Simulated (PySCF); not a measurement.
C3H5ClOSi, SMILES Cl[Si@H]1OC=CC1.

Coordinates come from a B3LYP-D3(BJ)/def2-SVP optimisation. The structure was generated by enumeration; whether it is a known compound was not checked. The values are those of a single conformer.

Two levels are set side by side: TDA-PBE/def2-SVPD (PySCF) and TDA-PBE0/def2-SVPD (PySCF). Vertical, same geometry. The lowest singlet is HOMO→LUMO+1 83 %, HOMO→LUMO 16 % with PBE and HOMO→LUMO+1 72 %, HOMO→LUMO 24 % with the other functional; states are paired by order. Differences are taken from unrounded values.

```
quantity                              TDA-PBE
------------------------------------  -------
lowest singlet excitation (eV)           5.18
lowest triplet excitation (TDA) (eV)     4.11
```

Q: These are the TDA-PBE values. What does TDA-PBE0 give? (The exact figures need the calculation; the answer reports its results.)

A: 
```json
[
 {"quantity": "lowest singlet excitation (eV)", "TDA-PBE0": "5.93", "TDA-PBE minus TDA-PBE0": "-0.75"},
 {"quantity": "lowest triplet excitation (TDA) (eV)", "TDA-PBE0": "4.06", "TDA-PBE minus TDA-PBE0": "0.05"}
]
```

A lower first singlet is the usual sign of a functional without exact exchange. Differences between two approximate levels are no errors against the true value.

Rough cost on one machine, each run with all the roots and properties that it gave: TDA-PBE0 against TDA-PBE about 2 times.
